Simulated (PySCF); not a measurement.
C₄H₇FO, SMILES [C@@H]1(F)[C@@H](C1)OC.

Geometry optimised at PBE0-D3(BJ)/def2-SVP. The structure was generated by enumeration; whether it is a known compound was not checked. The values are those of a single conformer.

Level of theory: PySCF with PBE/def2-TZVP.

The molecule is in vacuum.

```
Property                                                                                                       Result
---------------------------------------------------------------------------------------------  ----------------------
total energy                                                                                       -331.38799 hartree
highest occupied level                                                                                       -5.93 eV
lowest empty level                                                                                            0.33 eV
orbital gap                                                                                                   6.25 eV
dipole moment                                                                                                  2.42 D
quadrupole, principal values (traceless, Buckingham form, about the centre of nuclear charge)  -4.34, -1.20, 5.54 D·Å
mean static polarisability                                                                       53.5 bohr³ (7.93 Å³)
polarisability, principal values                                                               49.0, 50.0, 61.6 bohr³
```
